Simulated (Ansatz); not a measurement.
Process, species as SMILES: [BH]F (BH-F) → B atom + F atom + H atom
B3LYP-D3(BJ)/def2-TZVP geometries, fixed; electronic energies without zero-point terms.

Energies in hartree at PBE with Ansatz (a quantum-chemistry and plane-wave program); the atomisation energy is their sum with the coefficients shown, times 627.509 kcal/mol a hartree. All functions are spherical. Open shells are unrestricted. No added dispersion term, no relativity.

```csv
species,coefficient,part,cc-pVDZ,cc-pVTZ,cc-pVQZ
[BH]F (BH-F),-1,PBE,-125.10990,-125.15830,-125.16980
B atom,+1,PBE,-24.60721,-24.60986,-24.61106
F atom,+1,PBE,-99.62478,-99.66135,-99.67154
H atom,+1,PBE,-0.49863,-0.49962,-0.49985
```

**Question.** Predict the atomisation energy in cc-pV5Z (X = 5): let each PBE step shrink by the ratio of the last two. Compare with the run.

**Answer.** 
- [BH]F (BH-F): steps -0.04840 and -0.01150, ratio 0.238, so PBE -125.17254 (run: -125.17361).
- B atom: steps -0.00265 and -0.00120, ratio 0.453, so PBE -24.61160 (run: -24.61196).
- F atom: steps -0.03657 and -0.01019, ratio 0.279, so PBE -99.67438 (run: -99.67533).
- H atom: steps -0.00099 and -0.00023, ratio 0.232, so PBE -0.49990 (run: -0.49997).
Predicted 242.63 kcal/mol; the run in cc-pV5Z gives 242.44, a miss of 0.19. Keeping the value in cc-pVQZ, 243.07, would miss by 0.63. All sums are of the energies as printed.
